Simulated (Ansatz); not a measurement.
Reaction (ligand exchange at a Ge–O bond): `O[SiH2][O][GeH3]` + `[GeH3][SeH]` → `[GeH3][Se][GeH3]` + `O[SiH2]O`

Calculated with Ansatz (gas phase, PBE0-D4/def2-TZVP geometries, no zero-point term in ΔE). CBS: MP2 limit from def2 TZ/QZ plus the TZ coupled-cluster correction, frozen cores. For Ge, Se outer-core shells are correlated without core-valence functions, which leaves a few kJ/mol of doubt a bond. Scalar relativity is left out up to krypton. One conformer a species, not always the lowest.

```csv
species,CCSD(T)/CBS(def2) energy (Eh)
`O[SiH2][O][GeH3]`,-2519.25526
`[GeH3][SeH]`,-4479.23116
`[GeH3][Se][GeH3]`,-6556.56757
`O[SiH2]O`,-441.92975
```

Q: Work out ΔE.

A: ΔE = (-6556.56757) + (-441.92975) − (-2519.25526) − (-4479.23116) = -0.01090 Eh = -6.8 kcal/mol.

Largest T1 diagnostic among the species: 0.012.

Leaving LDA and LC-ωPBE aside and taking each functional with its dispersion term where it has one, the values, not all of them listed here, spread over 4.0 kcal/mol, from PBE-D4 to B97M-V. At CCSD(T), def2-SVP lies +3.9 kcal/mol from the extrapolated value and def2-TZVPP +1.3 kcal/mol.
